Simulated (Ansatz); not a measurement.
C6H11BO3 (`CC1=CC(C)=[O+][B-](C)(O)O1`), relaxed with RKS PBE0-D4/def2-TZVP in the Gaussian-basis code of Ansatz from a PBE-D4/def2-SVP geometry. The force threshold is 0.005 eV/Å; the program also tests the step.

The species carries charge 0 and has multiplicity 1.

Start:

```xyz
21

C     0.235   -2.816   -0.494
C     0.135   -1.330   -0.313
C     1.011   -0.616    0.527
C     1.037    0.789    0.426
C     2.113    1.618    1.063
O     0.162    1.441   -0.262
B    -1.178    0.771   -0.774
C    -2.273    0.834    0.389
O    -1.562    1.357   -1.988
O    -0.768   -0.739   -1.020
H     0.998   -3.270    0.164
H    -0.754   -3.278   -0.298
H     0.483   -3.040   -1.553
H     1.772   -1.144    1.114
H     2.869    1.003    1.583
H     2.606    2.238    0.287
H     1.651    2.324    1.783
H    -2.537    1.888    0.616
H    -3.206    0.322    0.072
H    -1.935    0.360    1.335
H    -0.859    1.289   -2.657
```

```json
{"step": "1", "energy (eV)": "-13212.3955", "largest force (eV/Å)": "0.792", "largest move (Å)": "0.000"}
{"step": "2", "energy (eV)": "-13212.4872", "largest force (eV/Å)": "0.232", "largest move (Å)": "0.035"}
{"step": "3", "energy (eV)": "-13212.4965", "largest force (eV/Å)": "0.090", "largest move (Å)": "0.016"}
{"step": "4", "energy (eV)": "-13212.4971", "largest force (eV/Å)": "0.036", "largest move (Å)": "0.008"}
{"step": "5", "energy (eV)": "-13212.4973", "largest force (eV/Å)": "0.012", "largest move (Å)": "0.003"}
{"step": "6", "energy (eV)": "-13212.4974", "largest force (eV/Å)": "0.032", "largest move (Å)": "0.006"}
{"step": "7", "energy (eV)": "-13212.4974", "largest force (eV/Å)": "0.019", "largest move (Å)": "0.019"}
{"step": "8", "energy (eV)": "-13212.4975", "largest force (eV/Å)": "0.008", "largest move (Å)": "0.004"}
{"step": "9", "energy (eV)": "-13212.4976", "largest force (eV/Å)": "0.004", "largest move (Å)": "0.015"}
{"step": "10", "energy (eV)": "-13212.4977", "largest force (eV/Å)": "0.020", "largest move (Å)": "0.034"}
{"step": "11 (rejected)", "energy (eV)": "-13212.4977", "largest force (eV/Å)": "0.031", "largest move (Å)": "0.007"}
{"step": "12", "energy (eV)": "-13212.4977", "largest force (eV/Å)": "0.004", "largest move (Å)": "0.003"}
{"step": "13", "energy (eV)": "-13212.4977", "largest force (eV/Å)": "0.004", "largest move (Å)": "0.009"}
{"step": "14", "energy (eV)": "-13212.4977", "largest force (eV/Å)": "0.007", "largest move (Å)": "0.011"}
{"step": "15", "energy (eV)": "-13212.4977", "largest force (eV/Å)": "0.001", "largest move (Å)": "0.001"}
```

End:

```xyz
21

C     0.231   -2.785   -0.485
C     0.141   -1.309   -0.318
C     1.000   -0.607    0.521
C     1.025    0.780    0.419
C     2.087    1.600    1.063
O     0.168    1.425   -0.267
B    -1.150    0.759   -0.771
C    -2.245    0.816    0.381
O    -1.540    1.350   -1.978
O    -0.743   -0.725   -1.027
H     1.042   -3.215    0.099
H    -0.718   -3.235   -0.182
H     0.372   -3.020   -1.542
H     1.744   -1.128    1.104
H     2.820    0.986    1.583
H     2.585    2.206    0.304
H     1.621    2.292    1.770
H    -2.507    1.853    0.607
H    -3.160    0.309    0.062
H    -1.911    0.346    1.312
H    -0.862    1.301   -2.654
```

Run time 36 s (4 threads of an AMD EPYC 7R13 on a shared host and a share of an NVIDIA H100 80 GB); peak host memory 1 GiB.
